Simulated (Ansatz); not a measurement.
Isolated molecules relaxed with PBE0-D4/def2-TZVP in Ansatz; ΔE leaves out vibrations. CCSD(T)/CBS adds triple-zeta CCSD(T) − MP2 to the extrapolated MP2 energy (def2 sets, frozen cores). This one scheme is used for every species. DFT in def2-TZVPP. B3LYP here is the variant with VWN-RPA as its local correlation; programs differ in this. Elements past krypton have def2 core potentials. For In outer-core shells are correlated without core-valence functions, which leaves a few kJ/mol of doubt a bond. Each species was taken in one conformer, which may not be the lowest.

`C=COB(O)O` + `[NH2][InH2]` → `C=C[NH][InH2]` + `OB(O)O`  (substitution at a C–O bond)

```tsv
level	ΔE (kJ/mol)	difference from CCSD(T)/CBS
PBE-D4	-34.1	-1.3
r2SCAN-D4	-31.8	1.0
PBE0-D4	-34.3	-1.5
B3LYP-D4	-31.2	1.6
ωB97X-V	-27.8	5.0
ωB97M-V	-28.3	4.5
B2PLYP	-30.5	2.3
PBE	-32.3	0.5
r2SCAN	-31.7	1.1
PBE0	-32.8	0.0
B3LYP	-28.0	4.8
HF/def2-TZVPP	-24.3	8.5
MP2/def2-TZVPP	-37.3	-4.5
SCS-MP2/def2-TZVPP	-33.1	-0.3
CCSD/def2-TZVPP	-30.7	2.1
CCSD(T)/def2-TZVPP	-32.0	0.8
HF/def2-QZVPP	-24.3	8.5
MP2/def2-QZVPP	-37.8	-5.0
SCS-MP2/def2-QZVPP	-33.6	-0.8
HF/CBS(def2)	-24.3	8.5
MP2/CBS(def2)	-38.1	-5.3
CCSD/CBS(def2)	-31.5	1.3
CCSD(T)/CBS	-32.8	0
```

Largest T1 diagnostic among the species: 0.016.

In def2-TZVPP, CCSD(T) changes the Hartree–Fock value by −7.7 kJ/mol (the triples alone add −1.3 kJ/mol) and MP2 by −13.0 kJ/mol. The D4 term adds −3.2 kJ/mol with B3LYP and −1.5 kJ/mol with PBE0; it sums over pairs of atoms, weighted by their polarisabilities, and B3LYP, whose exchange is more repulsive, gets the larger term.
